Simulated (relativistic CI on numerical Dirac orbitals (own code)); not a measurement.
Ho⁴⁺: q coefficients and field-shift factors

These numbers are calculated, not measured: Dirac-Coulomb-Breit CI, orbitals from a KLI potential per configuration, valence Slater integrals scaled by 0.85, P86 correlation energy added to each configuration, derivatives by finite differences, QED left out (own radial code, finite nucleus).

Configuration list (outside the closed core [Kr] 4d10 5p6): 4f9.5s2, 4f11, 4f10.5s. The list is cut by size and lacks configurations that can hold low levels.

With x = (α/α₀)² − 1 an excitation energy changes as ω = ω₀ + qx; K = 2q/ω₀ is the relative enhancement. Terms are leading LS components, so labels can repeat. The field-shift factor is F = δν/δ⟨r²⟩ for the transition from the lowest level.

Lowest level 4f9.5s2 6H°_15/2.

| Level | ω₀ (cm⁻¹) | q (cm⁻¹) | F (GHz/fm²) |
| --- | --- | --- | --- |
| 4f9.5s2 6H°_13/2 | 4195.6 | 4445 | 0.201 |
| 4f9.5s2 6H°_11/2 | 6928.3 | 6045 | 0.303 |
| 4f9.5s2 6H°_9/2 | 9078.1 | 7615 | 0.392 |
| 4f9.5s2 6F°_11/2 | 9685.6 | 3023 | 0.282 |
| 4f9.5s2 6H°_7/2 | 10765.1 | 9097 | 0.467 |
| 4f9.5s2 6F°_9/2 | 10924.0 | 2302 | 0.299 |
| 4f9.5s2 6H°_5/2 | 12010.8 | 10070 | 0.519 |
| 4f9.5s2 6F°_7/2 | 13343.4 | 5365 | 0.427 |
| 4f9.5s2 6F°_5/2 | 15053.2 | 7007 | 0.505 |
| 4f9.5s2 6F°_3/2 | 15898.5 | 6798 | 0.52 |
| 4f9.5s2 6F°_1/2 | 16574.0 | 7681 | 0.556 |
| 4f9.5s2 4I°_15/2 | 22127.5 | -2324 | 0.457 |
| 4f9.5s2 4F°_9/2 | 22509.1 | 2048 | 0.568 |
| 4f9.5s2 4M°_21/2 | 24821.0 | 1375 | 0.594 |
| 4f9.5s2 4G°_11/2 | 24988.7 | 1666 | 0.617 |
| 4f9.5s2 4K°_17/2 | 25990.7 | -241.2 | 0.583 |
| 4f9.5s2 4M°_19/2 | 26427.6 | 1542 | 0.634 |
| 4f9.5s2 4I°_13/2 | 26729.0 | 3078 | 0.688 |
| 4f9.5s2 4F°_7/2 | 27893.0 | 5011 | 0.761 |
| 4f9.5s2 4M°_15/2 | 29157.9 | 4602 | 0.778 |
| 4f9.5s2 4I°_11/2 | 29383.6 | 5000 | 0.794 |
| 4f9.5s2 4D°_3/2 | 30044.4 | -2084 | 0.635 |
| 4f9.5s2 4M°_17/2 | 30917.2 | 6367 | 0.852 |

At this charge configurations can still be misplaced by up to about 7 % of their energy. Levels and lines within the n = 5 or 6 shells can be off by up to 10 % or somewhat more, and those that change n by about 2 %, since core polarisation is missing.

(1) Which transition from the lowest level has the largest |K|?

## Answers

(1) 4f9.5s2 6H°_13/2 at 4195.6 cm⁻¹, K = 2.12.
